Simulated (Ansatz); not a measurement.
Steps of a relaxation of `[CH3][AlH][O][GaH2]` with RKS PBE0-D4/def2-TZVP.

```sh
$ ansatz run in.yaml --threads 4 --pin off --events-out ev --progress --plain --max-ram 10444MiB
```

```yaml
crystal:
  periodic: [false, false, false]
  atoms:
    - {symbol: C, position_ang: [-1.684700, 0.027410, -1.321940]}
    - {symbol: Al, position_ang: [-0.421680, -0.919240, -0.116190]}
    - {symbol: O, position_ang: [0.823140, -0.103310, 0.681880]}
    - {symbol: Ga, position_ang: [2.141060, 0.690950, 1.517790]}
    - {symbol: H, position_ang: [-2.422500, -0.654610, -1.748920]}
    - {symbol: H, position_ang: [-2.235070, 0.818730, -0.801290]}
    - {symbol: H, position_ang: [-1.167730, 0.512900, -2.156940]}
    - {symbol: H, position_ang: [-0.408300, -2.416770, 0.222330]}
    - {symbol: H, position_ang: [1.994630, 0.937250, 3.044770]}
    - {symbol: H, position_ang: [3.381160, 1.106690, 0.678510]}
basis:
  gaussian: {orbitals: def2-TZVP}
hamiltonian: {xc: pbe0, dispersion: d4}
relax: {f_tol: 0.005, max_steps: 150}
```

Positions (Å) and forces (eV/Å) along the path, 14 of 16 steps:

```xyz
10
step=1 energy=-62146.6568 eV
C    -1.685    0.027   -1.322    0.264   -0.159    0.258
Al   -0.422   -0.919   -0.116    0.034    0.976   -0.199
O     0.823   -0.103    0.682   -0.414   -0.043   -0.299
Ga    2.141    0.691    1.518    0.225    0.144    0.130
H    -2.422   -0.655   -1.749   -0.030   -0.065   -0.007
H    -2.235    0.819   -0.801    0.053   -0.041    0.051
H    -1.168    0.513   -2.157    0.058   -0.043    0.054
H    -0.408   -2.417    0.222   -0.192   -0.769    0.008
H     1.995    0.937    3.045   -0.099   -0.004    0.158
H     3.381    1.107    0.679    0.102    0.005   -0.153
10
step=2 energy=-62146.7109 eV
C    -1.663    0.022   -1.301    0.116   -0.067    0.120
Al   -0.418   -0.920   -0.116    0.070    0.255    0.002
O     0.817   -0.086    0.673   -0.298   -0.089   -0.207
Ga    2.135    0.722    1.508    0.198    0.050    0.120
H    -2.409   -0.649   -1.735    0.010   -0.001    0.008
H    -2.196    0.814   -0.765    0.014   -0.011   -0.009
H    -1.127    0.505   -2.125   -0.007   -0.003    0.014
H    -0.472   -2.468    0.174   -0.059   -0.162   -0.023
H     1.956    0.952    3.044   -0.031    0.022   -0.005
H     3.378    1.109    0.643   -0.013    0.007   -0.018
10
step=4 energy=-62146.7182 eV
C    -1.646    0.022   -1.282   -0.010    0.001   -0.005
Al   -0.412   -0.934   -0.120    0.009   -0.008    0.030
O     0.811   -0.088    0.664   -0.003   -0.007   -0.004
Ga    2.131    0.729    1.504    0.011   -0.022    0.004
H    -2.401   -0.640   -1.716   -0.005    0.005   -0.006
H    -2.168    0.818   -0.741    0.002   -0.002    0.004
H    -1.110    0.504   -2.106   -0.002    0.001   -0.006
H    -0.501   -2.500    0.135    0.013    0.018   -0.009
H     1.924    0.986    3.032   -0.008    0.013   -0.013
H     3.372    1.104    0.631   -0.006    0.000    0.005
10
step=5 energy=-62146.7185 eV
C    -1.647    0.022   -1.282   -0.011   -0.001    0.002
Al   -0.413   -0.935   -0.118    0.002   -0.004   -0.005
O     0.810   -0.090    0.664    0.012    0.007    0.011
Ga    2.131    0.727    1.504   -0.002   -0.015   -0.004
H    -2.404   -0.637   -1.714   -0.002    0.002   -0.001
H    -2.166    0.819   -0.740    0.000    0.001    0.003
H    -1.111    0.503   -2.106    0.002    0.000   -0.001
H    -0.493   -2.501    0.130    0.004    0.003   -0.003
H     1.920    0.992    3.030   -0.007    0.011   -0.003
H     3.373    1.099    0.632    0.000   -0.003    0.002
10
step=6 energy=-62146.7197 eV
C    -1.652    0.023   -1.273    0.001    0.002    0.000
Al   -0.404   -0.939   -0.129    0.001    0.001   -0.002
O     0.816   -0.096    0.660   -0.005   -0.005   -0.002
Ga    2.130    0.726    1.505    0.002    0.001    0.001
H    -2.414   -0.632   -1.702   -0.001    0.000    0.001
H    -2.164    0.819   -0.723    0.001   -0.001    0.003
H    -1.124    0.508   -2.101   -0.002    0.000    0.000
H    -0.470   -2.509    0.098    0.003   -0.002   -0.003
H     1.886    1.045    3.014   -0.003    0.006    0.000
H     3.396    1.053    0.650    0.004   -0.004    0.001
10
step=7 energy=-62146.7190 eV rejected
C    -1.665    0.029   -1.247    0.014    0.010   -0.004
Al   -0.380   -0.954   -0.161   -0.009   -0.012   -0.012
O     0.830   -0.113    0.648   -0.006   -0.005    0.002
Ga    2.123    0.728    1.504    0.066    0.058    0.078
H    -2.443   -0.616   -1.664    0.004    0.001    0.008
H    -2.154    0.819   -0.668    0.011   -0.018   -0.010
H    -1.161    0.523   -2.086   -0.013   -0.007    0.019
H    -0.401   -2.535   -0.001   -0.003    0.031   -0.001
H     1.785    1.205    2.967    0.054   -0.050   -0.169
H     3.466    0.913    0.707   -0.119   -0.008    0.090
10
step=8 energy=-62146.7179 eV rejected
C    -1.653    0.033   -1.272   -0.126   -0.341    0.160
Al   -0.400   -0.941   -0.143    0.071   -0.012    0.034
O     0.815   -0.104    0.661    0.017    0.014   -0.001
Ga    2.128    0.724    1.505   -0.029   -0.001   -0.007
H    -2.420   -0.629   -1.688    0.037    0.054    0.008
H    -2.157    0.813   -0.701   -0.051    0.127    0.027
H    -1.141    0.513   -2.101    0.111    0.155   -0.195
H    -0.448   -2.516    0.072   -0.019    0.021   -0.018
H     1.858    1.095    2.999    0.002   -0.002   -0.010
H     3.418    1.013    0.669   -0.013   -0.014    0.003
10
step=9 energy=-62146.7201 eV
C    -1.654    0.025   -1.270   -0.001   -0.008    0.003
Al   -0.400   -0.942   -0.135   -0.002    0.002   -0.001
O     0.817   -0.099    0.659    0.003    0.000    0.002
Ga    2.129    0.726    1.505   -0.002    0.001   -0.003
H    -2.419   -0.629   -1.696    0.000    0.001    0.001
H    -2.161    0.819   -0.714    0.001    0.002    0.001
H    -1.130    0.511   -2.100   -0.001    0.004   -0.001
H    -0.461   -2.513    0.084    0.002   -0.001   -0.004
H     1.872    1.070    3.007   -0.004    0.004    0.001
H     3.406    1.033    0.659    0.003   -0.005    0.001
10
step=10 energy=-62146.7204 eV
C    -1.661    0.027   -1.258   -0.009   -0.019    0.020
Al   -0.388   -0.947   -0.149   -0.005   -0.002   -0.039
O     0.822   -0.105    0.655    0.010    0.026    0.011
Ga    2.122    0.736    1.503    0.042   -0.048    0.018
H    -2.436   -0.622   -1.674    0.008    0.003    0.007
H    -2.155    0.819   -0.686   -0.001    0.004   -0.006
H    -1.153    0.516   -2.095    0.007    0.004    0.000
H    -0.418   -2.525    0.029   -0.006    0.003    0.004
H     1.822    1.149    2.982    0.005    0.015   -0.041
H     3.444    0.952    0.692   -0.049    0.014    0.025
10
step=11 energy=-62146.7126 eV rejected
C    -1.664    0.032   -1.241    0.021    0.035   -0.004
Al   -0.369   -0.962   -0.173   -0.053   -0.024   -0.018
O     0.837   -0.135    0.652    0.049   -0.021    0.036
Ga    2.131    0.699    1.517   -0.059    0.277    0.024
H    -2.453   -0.606   -1.648    0.014   -0.004    0.014
H    -2.140    0.821   -0.648    0.018   -0.028   -0.018
H    -1.173    0.530   -2.085   -0.013   -0.017    0.032
H    -0.391   -2.545   -0.033   -0.002    0.014   -0.007
H     1.752    1.270    2.939    0.095   -0.152   -0.167
H     3.471    0.897    0.721   -0.071   -0.080    0.108
10
step=12 energy=-62146.7209 eV
C    -1.661    0.027   -1.256    0.010   -0.008   -0.003
Al   -0.382   -0.950   -0.158   -0.034    0.001    0.017
O     0.826   -0.110    0.651    0.020    0.008    0.002
Ga    2.125    0.727    1.505    0.010    0.008    0.006
H    -2.437   -0.621   -1.671    0.003    0.000    0.002
H    -2.153    0.818   -0.681    0.004   -0.002    0.002
H    -1.156    0.520   -2.094   -0.003    0.004   -0.004
H    -0.424   -2.526    0.029    0.007    0.002   -0.010
H     1.816    1.161    2.976    0.002   -0.007   -0.023
H     3.446    0.954    0.699   -0.019   -0.005    0.012
10
step=14 energy=-62146.7211 eV
C    -1.662    0.028   -1.251   -0.004    0.002   -0.001
Al   -0.381   -0.951   -0.160    0.007   -0.001    0.000
O     0.831   -0.113    0.647   -0.004   -0.002   -0.001
Ga    2.124    0.728    1.505    0.002    0.003    0.002
H    -2.442   -0.619   -1.661    0.001    0.001    0.001
H    -2.150    0.820   -0.674    0.001   -0.001   -0.001
H    -1.163    0.520   -2.093    0.000   -0.001    0.002
H    -0.411   -2.530    0.009   -0.001    0.002    0.000
H     1.798    1.185    2.964    0.002   -0.001   -0.006
H     3.456    0.932    0.713   -0.003   -0.001    0.004
10
step=15 energy=-62146.7212 eV
C    -1.663    0.028   -1.250   -0.004    0.003   -0.001
Al   -0.379   -0.952   -0.162    0.006    0.000    0.001
O     0.832   -0.114    0.646   -0.004   -0.002   -0.002
Ga    2.124    0.728    1.505    0.001    0.002    0.003
H    -2.444   -0.619   -1.657    0.001    0.001    0.000
H    -2.149    0.820   -0.671    0.001   -0.001   -0.001
H    -1.165    0.520   -2.093    0.000   -0.001    0.001
H    -0.408   -2.531    0.003   -0.001    0.001    0.000
H     1.793    1.194    2.960    0.001   -0.001   -0.004
H     3.460    0.924    0.718   -0.002    0.000    0.002
10
step=16 energy=-62146.7212 eV
C    -1.664    0.029   -1.249   -0.002    0.001    0.000
Al   -0.378   -0.952   -0.163    0.003    0.000    0.002
O     0.833   -0.114    0.645   -0.003   -0.002   -0.002
Ga    2.124    0.728    1.505    0.001    0.001    0.001
H    -2.445   -0.618   -1.655    0.000    0.000    0.000
H    -2.148    0.821   -0.670    0.001    0.000    0.000
H    -1.167    0.519   -2.093    0.000   -0.001    0.000
H    -0.407   -2.531    0.001    0.000    0.000    0.000
H     1.791    1.197    2.958    0.000    0.000   -0.001
H     3.461    0.922    0.721    0.000    0.000    0.000
```

It took 20 s on 4 threads of an AMD EPYC 9R45 on a shared host, with 0.49 GiB of host memory at the peak.
